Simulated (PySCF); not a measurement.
**Ionisation energy of Pd by level of theory**

Pd [Kr] 4d10 (1S) → Pd⁺ [Kr] 4d9 (2D), as a difference of total energies. Calculation: PySCF 2.14, in x2c-TZVPPall with one added diffuse shell each of s, p, d, f type (9s7p7d3f1g, 95 functions); the spin-free X2C one-electron Hamiltonian (Gaussian nucleus). Correlated levels: valence: [Kr] frozen; valence and next inner shell: [Ar] 3d10 frozen. The calculations carry no spin-orbit coupling.

```json
{"method": "UHF", "ionisation energy (eV)": "6.267", "error (eV)": "-2.245"}
{"method": "LDA", "ionisation energy (eV)": "9.307", "error (eV)": "+0.795"}
{"method": "PBE", "ionisation energy (eV)": "8.865", "error (eV)": "+0.353"}
{"method": "PBE0", "ionisation energy (eV)": "8.449", "error (eV)": "-0.063"}
{"method": "r2SCAN", "ionisation energy (eV)": "8.506", "error (eV)": "-0.006"}
{"method": "MN15", "ionisation energy (eV)": "8.498", "error (eV)": "-0.014"}
{"method": "PBEsol", "ionisation energy (eV)": "8.924", "error (eV)": "+0.412"}
{"method": "B2PLYP", "ionisation energy (eV)": "8.536", "error (eV)": "+0.024"}
{"method": "BHandHLYP", "ionisation energy (eV)": "8.038", "error (eV)": "-0.474"}
{"method": "MP2 (valence)", "ionisation energy (eV)": "8.675", "error (eV)": "+0.163"}
{"method": "SCS-MP2 (valence)", "ionisation energy (eV)": "8.423", "error (eV)": "-0.089"}
{"method": "MP2 (valence and next inner shell)", "ionisation energy (eV)": "8.887", "error (eV)": "+0.375"}
{"method": "SCS-MP2 (valence and next inner shell)", "ionisation energy (eV)": "8.540", "error (eV)": "+0.028"}
```

Reference: 8.512 eV (measured; NIST levels, between the centres of gravity of the two terms).

Errors of the correlated levels include the incompleteness of this basis and the frozen core.
